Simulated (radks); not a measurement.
Values are calculated unless marked as measured or tabulated.
Species: the ytterbium ion Yb30+. Configuration: [Kr] 4d4 (the NIST ground configuration). Code: a radial shooting solver on a logarithmic mesh with Libxc functionals. Model: scalar-relativistic Kohn-Sham, PBE, spin-polarised, spherical densities, finite nucleus; open shells are filled with parallel spins first (spin-orbit coupling, left out, can overturn this in heavy ions); Fermi nuclear charge, rms radius 5.3108 fm.

Normalised radial functions P(r) = r R(r), r in bohr:

r         4p down
0.00117    0.0054
0.001487   0.0081
0.00189    0.0121
0.002422   0.0184
0.003079   0.0275
0.003914   0.0410
0.005016   0.0616
0.006377   0.0908
0.008106   0.1323
0.01039    0.1922
0.01321    0.2702
0.01692    0.3732
0.02151    0.4908
0.02735    0.6121
0.03505    0.7107
0.04455    0.7311
0.05664    0.6166
0.07258    0.3044
0.09226   -0.1754
0.1173    -0.7067
0.1503    -1.0465
0.1911    -0.8878
0.2429    -0.1550
0.3113     0.9042
0.3957     1.6389
0.503      1.6637
0.6446     1.0814
0.8195     0.4594
1.042      0.1179
1.335      0.0151

4p down: eigenvalue -1310.9 eV, 2 radial nodes at r = 0.0851, 0.252 bohr, <r> = 0.464 bohr, 90 % of the charge inside 0.663 bohr.
